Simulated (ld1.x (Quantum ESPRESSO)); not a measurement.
**u(r) = r·R(r): atom against pseudo-atom (Cr (Z = 24))**

Columns: radius, all-electron u(r) and pseudo u(r) of the 3p shell (level -45.10 eV) of chromium in the configuration [Ne] 3s2 3p6 3d5 4s1 4p0; PBE, non-relativistic, TM scheme, ld1.x (Quantum ESPRESSO) 7.5.

```json
{"r (bohr)": "0.098", "all-electron": "0.4550", "pseudo": "-0.0424"}
{"r (bohr)": "0.195", "all-electron": "0.5224", "pseudo": "-0.1611"}
{"r (bohr)": "0.292", "all-electron": "0.1782", "pseudo": "-0.3375"}
{"r (bohr)": "0.390", "all-electron": "-0.2684", "pseudo": "-0.5457"}
{"r (bohr)": "0.488", "all-electron": "-0.6455", "pseudo": "-0.7507"}
{"r (bohr)": "0.585", "all-electron": "-0.9009", "pseudo": "-0.9198"}
{"r (bohr)": "0.682", "all-electron": "-1.0422", "pseudo": "-1.0333"}
{"r (bohr)": "0.780", "all-electron": "-1.0925", "pseudo": "-1.0833"}
{"r (bohr)": "0.878", "all-electron": "-1.0774", "pseudo": "-1.0737"}
{"r (bohr)": "0.975", "all-electron": "-1.0217", "pseudo": "-1.0210"}
{"r (bohr)": "1.072", "all-electron": "-0.9429", "pseudo": "-0.9429"}
{"r (bohr)": "1.170", "all-electron": "-0.8525", "pseudo": "-0.8525"}
{"r (bohr)": "1.268", "all-electron": "-0.7596", "pseudo": "-0.7596"}
{"r (bohr)": "1.365", "all-electron": "-0.6704", "pseudo": "-0.6704"}
{"r (bohr)": "1.463", "all-electron": "-0.5860", "pseudo": "-0.5860"}
{"r (bohr)": "1.560", "all-electron": "-0.5095", "pseudo": "-0.5095"}
{"r (bohr)": "1.658", "all-electron": "-0.4402", "pseudo": "-0.4402"}
{"r (bohr)": "1.755", "all-electron": "-0.3792", "pseudo": "-0.3792"}
{"r (bohr)": "1.852", "all-electron": "-0.3257", "pseudo": "-0.3257"}
{"r (bohr)": "1.950", "all-electron": "-0.2785", "pseudo": "-0.2785"}
{"r (bohr)": "2.047", "all-electron": "-0.2379", "pseudo": "-0.2379"}
{"r (bohr)": "2.145", "all-electron": "-0.2026", "pseudo": "-0.2026"}
{"r (bohr)": "2.242", "all-electron": "-0.1725", "pseudo": "-0.1725"}
{"r (bohr)": "2.340", "all-electron": "-0.1465", "pseudo": "-0.1465"}
{"r (bohr)": "2.438", "all-electron": "-0.1242", "pseudo": "-0.1242"}
{"r (bohr)": "2.535", "all-electron": "-0.1054", "pseudo": "-0.1054"}
```

Problem. How many radial nodes do the two functions have?

Solution. The all-electron 3p function has n − l − 1 = 1; the pseudo-wave has 0, since the states of the same l below it are removed with the core.

Problem. At about which radius was the pseudo-wave matched?

Solution. 1.15 bohr, where the columns begin to agree (steps of 0.10 bohr).

Problem. Where does each function peak?

Solution. Outermost all-electron maximum near 0.78 bohr, pseudo maximum near 0.78 bohr (to the table’s step).

Problem. Is the pseudo-wave norm-conserving?

Solution. Yes: the TM scheme keeps the norm inside the radius equal to the all-electron one, which fixes the energy derivative of the logarithmic derivative at the level.
